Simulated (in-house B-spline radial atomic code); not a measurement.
# BHandHLYP excitations of Pb V (Pb4+)

Method: BHandHLYP. Computed with a B-spline radial code for spherical atoms: linear response of the closed shell [Xe] 4f14 5d10 with the functional's adiabatic kernel; scalar-relativistic (spin-free one-electron X2C), finite nucleus, no spin-orbit coupling, no double excitations, S, P, D and F terms only; shells from n = 3 respond. Only terms of natural parity with L up to 3 were computed.

Spin-orbit coupling is strong here, so these LS terms don't match observed levels.

Command:
```bash
python run_td.py task.json out
```
Settings (radii: box in bohr, nucleus in fm):
```
Z                        82
electrons                78
configuration            [Xe] 4f14 5d10
hamiltonian              x2c
method                   bhandhlyp
box_radius               19.1
rms_radius               5.5012
intervals                70
```

Cost of the run: 13 s on 1 thread of Arm Neoverse N1 (shared host).

The lowest states, in the order of their Tamm-Dancoff energies; the method's threshold (minus the highest occupied level) is 66.08 eV. Labels give the largest channel, * marks a mixed state, and oscillator strengths are full-response dipole values. Semilocal kernels can invert the small singlet-triplet splittings of Rydberg terms. Energies in eV:

| state | full response | Tamm-Dancoff | oscillator strength |
| --- | --- | --- | --- |
| 5d → 6s 3D | ? | ? | - |
| 5d → 6s 1D | 15.226 | 15.262 | - |
| 5d → 6p 3P | 26.114 | 26.148 | - |
| 5d → 6p 3F | 26.486 | 26.510 | - |
| 5d → 6p 1F | 27.062 | 27.066 | - |
| 5d → 6p 1P | 27.911 | 28.012 | 1.04 |
| 5d → 6d 3S | 40.02 | 40.04 | - |
| 5d → 6d 3D | 40.64 | 40.65 | - |
| 5d → 6d 1D | 41.02 | 41.03 | - |
| 5d → 7s 3D | 41.69 | 41.69 | - |
| 5d → 7s 1D | 41.89 | 41.89 | - |
| 5d → 5f 3P | 43.24 | 43.27 | - |
| 5d → 6d 1S | 43.45 | 43.76 | - |
| 5d → 5f 3F | 44.02 | 44.04 | - |
| 5d → 5f 1F | ? | ? | - |
| 5d → 7p 3P | 46.10 | 46.11 | - |

Task: Where does 5d → 5f 1F lie?

Result: At 44.74 eV in full response, 44.75 eV in Tamm-Dancoff.

Task: Where does 5d → 6s 3D lie?

Result: At 14.094 eV in full response, 14.128 eV in Tamm-Dancoff.

Task: How large is the singlet-triplet splitting of 5d → 6s (D terms) in Tamm-Dancoff?

Result: 1.13 eV, from the unrounded values.

Task: What polarisabilities and dispersion coefficient does the method give?

Result: Dipole 3.73 bohr³, quadrupole 10.89 bohr⁵, C6 19.73 hartree·bohr⁶ for two such species.
